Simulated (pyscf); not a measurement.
## Cl–Si:–Cl (SMILES Cl[Si]Cl), singlet

Gas-phase minimum from PySCF at ωB97X-D3(BJ)/def2-SVP, one conformer. 

SMILES: Cl[Si]Cl
```xyz
3

Cl     0.9714     0.1496     1.1200
Si    -1.0971    -0.0730     1.0816
Cl    -1.3143    -1.4112    -0.4969
```
Charge 0, spin multiplicity 1.

Bond lengths (Å): Cl1–Si2 2.081, Si2–Cl3 2.081. Angles (°): Cl1–Si2–Cl3 100.8.

Properties at ωB97X-D3(BJ)/def2-SVP:

```
Item                                                                                                                               Result
---------------------------------------------------------------------------------------------------------------------  ------------------
Harmonic wavenumbers, unscaled                                                                                         205, 546, 547 cm⁻¹
Zero-point energy                                                                                                            1.9 kcal/mol
Rotational symmetry number                                                                                                              2
Entropy of this conformer at 298 K and 1 atm, rigid rotor and harmonic oscillator, modes under 100 cm⁻¹ raised to 100     281.0 J/(mol K)
Dipole moment                                                                                                                      1.01 D
```

Single-point totals, which compare only within one level (frozen core for MP2 and CC):

| level | total energy (hartree) |
|---|---|
| ωB97X-D3(BJ)/def2-TZVP | -1210.02238 |
| PBE/def2-TZVP | -1209.47713 |
| r²SCAN/def2-TZVP | -1209.90693 |
| B3LYP-D3(BJ)/def2-TZVP | -1210.05167 |
| PBE0-D3(BJ)/def2-TZVP | -1209.57515 |
| M06-2X/def2-TZVP | -1209.94987 |
| ωB97M-D3(BJ)/def2-TZVP | -1210.14396 |
| HF/def2-TZVPP | -1208.03512 |
| MP2/def2-TZVPP | -1208.50777 |
| CCSD/def2-TZVPP | -1208.54739 |
| CCSD(T)/def2-TZVPP | -1208.57139 |

The CCSD(T) − MP2 part came from Ansatz, without density fitting, on the same reference.
